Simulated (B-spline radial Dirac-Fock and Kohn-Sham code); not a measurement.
# Two-hole binding energies of Fe⁵⁺

System: iron as Fe⁵⁺, configuration [Ar] 3d3, inside a Watson sphere of charge -5 and radius 2 Å (a model of the Madelung potential; inside it an electron's potential energy is raised by 36.0 eV).

The computed values come from a radial atomic solver: Dirac-Fock energy differences between relaxed states, corrected for Breit and QED terms. U is the two-hole binding energy less the two single-hole energies, the effective repulsion of the holes after relaxation. Each two-hole energy is an average over J within one jj subconfiguration.

```csv
holes,E(a) (eV),E(b) (eV),E(ab) (eV),U (eV)
1s⁻¹ 2p3/2⁻¹,7183.2,783.4,?,?
1s⁻¹ 3p1/2⁻¹,7183.2,119.0,7337.1,34.8
1s⁻¹ 3p3/2⁻¹,7183.2,117.3,7335.1,34.5
2s⁻¹ 2p1/2⁻¹,923.2,795.5,1782.0,63.3
2s⁻¹ 2p3/2⁻¹,923.2,783.4,1769.5,63.0
2p1/2⁻²,795.5,795.5,1671.1,80.0
2p1/2⁻¹ 2p3/2⁻¹,795.5,783.4,1653.3,74.4
2p3/2⁻²,783.4,783.4,1642.3,75.6
2s⁻¹ 3p3/2⁻¹,923.2,117.3,1072.0,31.5
2p1/2⁻¹ 3s⁻¹,795.5,160.0,987.8,32.3
2p3/2⁻¹ 3s⁻¹,783.4,160.0,975.6,32.3
2p3/2⁻¹ 3p1/2⁻¹,783.4,119.0,934.7,32.3
3p1/2⁻²,119.0,119.0,265.2,27.1
3p3/2⁻²,117.3,117.3,260.5,25.8
```

**Question.** Give the missing two-hole energy and U.

**Answer.** E(ab) = 8069.6 eV and U = 103.0 eV.
